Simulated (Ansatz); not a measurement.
`C=C([SiH3])[SiH2]O` + `C[SiH2]NC=S` → `C[SiH2]N[SiH2]O` + `C=C([SiH3])C=S`  (redistribution)

Computed with Ansatz on PBE0-D4/def2-TZVP structures; ΔE is electronic, products minus reactants. CBS: MP2 limit from def2 TZ/QZ plus the TZ coupled-cluster correction, frozen cores. Functionals use def2-TZVPP. One conformer a species, not always the lowest.

`C=C([SiH3])[SiH2]O`:

```xyz
13

C    -0.366   -1.204   -0.990
C    -0.074   -0.347   -0.004
Si   -0.490   -0.800    1.757
Si    0.742    1.274   -0.422
O     0.823    1.523   -2.050
H    -0.140   -0.982   -2.031
H    -0.837   -2.168   -0.805
H    -1.494    0.144    2.318
H    -1.040   -2.182    1.793
H     0.722   -0.727    2.618
H     2.144    1.281    0.063
H    -0.013    2.371    0.247
H     0.025    1.817   -2.492
```

`C[SiH2]NC=S`:

Z-matrix (Å, degrees):
```
C
Si 1 1.857
H 1 1.090 2 111.0
H 1 1.094 2 109.4 3 -120.1
H 1 1.092 2 110.7 3 121.0
N 2 1.776 1 113.5 3 -68.5
H 2 1.490 1 110.0 3 179.2
H 2 1.481 1 113.3 3 56.7
C 6 1.339 2 123.2 1 69.5
H 6 1.010 2 120.3 1 -113.6
S 9 1.634 6 124.5 2 -2.0
H 9 1.093 6 114.6 2 177.6
```

`C[SiH2]N[SiH2]O`:

Z-matrix (Å, degrees):
```
C
Si 1 1.865
H 1 1.093 2 110.6
H 1 1.092 2 110.9 3 120.3
H 1 1.093 2 111.0 3 -119.5
N 2 1.733 1 112.2 3 179.9
H 2 1.492 1 108.4 3 56.8
H 2 1.487 1 111.0 3 -62.3
Si 6 1.718 2 127.4 1 124.0
H 6 1.010 2 117.0 1 -58.4
O 9 1.646 6 114.5 2 70.0
H 9 1.488 6 105.7 2 -167.7
H 9 1.479 6 110.8 2 -46.1
H 11 0.958 9 117.5 6 57.2
```

`C=C([SiH3])C=S`:

```xyz
11

C     0.612   -0.967    1.062
C     0.049   -0.305    0.044
Si   -0.143    1.560    0.100
C    -0.386   -1.009   -1.163
S    -0.844   -2.555   -1.275
H     0.942   -0.458    1.961
H     0.766   -2.042    1.007
H     0.598    2.175   -1.034
H     0.397    2.057    1.391
H    -1.575    1.938   -0.027
H    -0.415   -0.395   -2.067
```

Q: Is it downhill or uphill in electronic energy at CCSD(T)/CBS, and by how much? (Estimate.)

A: Computed: Downhill: ΔE = -0.33 eV.

Q: What do these levels give: PBE0-D4, HF/def2-TZVPP, SCS-MP2/def2-TZVPP, MP2/def2-QZVPP, HF/CBS(def2), MP2/CBS(def2)? (Estimate.)

A: Computed: PBE0-D4 -0.15, HF/def2-TZVPP -0.34, SCS-MP2/def2-TZVPP -0.35, MP2/def2-QZVPP -0.34, HF/CBS(def2) -0.35, MP2/CBS(def2) -0.33 eV.

Largest T1 diagnostic among the species: 0.016.

The D4 term adds +0.04 eV with B3LYP and +0.02 eV with PBE0; it sums over pairs of atoms, weighted by their polarisabilities, and B3LYP, whose exchange is more repulsive, gets the larger term. From PBE to PBE0 (25 % exact exchange), in def2-TZVPP and without D4, ΔE moves by −0.04 eV.

B3LYP here is the variant with VWN-RPA as its local correlation; programs differ in this.
